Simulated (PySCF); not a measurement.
Ligand exchange on a metal centre used in film growth or etching (Mo Cl-OH). Isolated molecules, 0 K electronic values unless said otherwise. One relaxed conformer stands for each flexible species; it need not be the lowest. In the def2 sets, heavy atoms carry core potentials. All members: neutral, multiplicity 1. Level: TPSSh-D3(BJ)/def2-TZVP // r2SCAN-D4/def2-SVP (PySCF), beside PBE-D3(BJ)/def2-TZVP // r2SCAN-D4/def2-SVP (PySCF) at the same geometries.  Orbital energies are measured against the vacuum level.

```tsv
species	LUMO, PBE (eV)	LUMO, TPSSh-D3(BJ) (eV)
[Mo(Cl)6]	-6.26	-6.19
[Mo(Cl)5(OH)]	-6.10	-6.02
[Mo(Cl)2(OH)4]	-4.97	withheld
[Mo(Cl)(OH)5]	-4.28	-4.05
[Mo(OH)6]	-4.11	-3.88
```

Task: Fit y = a + b·x, y being the LUMO at the first level, to the 4 complete rows by least squares, with x = the PBE value in eV. Give a, b and the rms residual, and predict the withheld value.

Result: Means of the 4 rows: x̄ = -5.1875, ȳ = -5.035 eV. Σ(x − x̄)² = 3.9675 and Σ(x − x̄)(y − ȳ) = 4.2759, so b = 1.078 and a = ȳ − b·x̄ = 0.557 eV. The rms residual is 0.005 eV. At x = -4.97 the line gives -4.80 eV. The run for [Mo(Cl)2(OH)4] gave -4.80 eV, so the line is off by 0.00 eV, within twice the rms residual.

Codes: PySCF.
